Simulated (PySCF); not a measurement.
**Fractional electron number in Cd⁺ (cadmium, charge +1)**

The 5s alpha orbital of [Kr] 4d10 5s1 is emptied in steps (occupation f), with all orbitals relaxed, ending at [Kr] 4d10. All numbers are calculated (PySCF 2.14, a scalar-relativistic core potential, in aug-cc-pVTZ-PP with ECP28MDF (6s6p5d3f2g, 88 functions)). The exact energy is a straight line in f; departures are measured from the line between the end points of the same method.

```
  f  BHandHLYP (eV)  wB97X (eV)  BLYP (eV)
  1           0.000       0.000      0.000
0.9          -0.175      -0.049     -0.361
0.7          -0.410      -0.109     -0.846
0.5          -0.491      -0.124     -1.012
0.3          -0.415      -0.098     -0.854
0.1          -0.179      -0.040     -0.367
  0           0.000       0.000      0.000
```

Q: For BLYP, how does the orbital energy at f = 1 compare with the removal energy?

A: −ε = 13.532 eV against a total-energy difference of 17.530 eV. By Janak's theorem ε = ∂E/∂f, so the gap between them reflects the curvature. Along the path −ε is 14.315 (f = 0.9), 15.899 (f = 0.7), 17.507 (f = 0.5), 19.137 (f = 0.3), 20.789 (f = 0.1) eV.

```csv
method,E(f=0) − E(f=1) (eV),−ε at f=1 (eV),−ε at f=0.5 (eV)
BHandHLYP,16.865,14.922,16.851
wB97X,16.674,16.126,16.709
BLYP,17.530,13.532,17.507
```

Reference removal energy between the ground levels: 16.908 eV (measured; NIST Atomic Spectra Database, ionization energies).
